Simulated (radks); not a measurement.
The caesium ion Cs+, [Xe]. Method: non-relativistic Kohn-Sham, LDA (Slater exchange, Perdew-Wang correlation), spin-polarised, spherical densities, point nucleus; computed with a radial shooting solver on a logarithmic mesh with Libxc functionals. Every spin shell is full or empty, so the densities are truly spherical. Functionals are evaluated on that one density, not self-consistently. Rank these exchange functionals by their error against the exact value of the orbitals, and give that value: LDA, PBEsol, PW86, SOGGA, APBE, SCAN, MS2, TASK.

Answer. Exact: -183.871 hartree. From best to worst, with 100 (|E| - |E exact|)/|E exact| (equal figures are ties): SCAN +0.14, PW86 -0.25, APBE +0.28, MS2 -0.62, TASK -2.19, PBEsol -2.20, SOGGA -2.21, LDA -4.68.
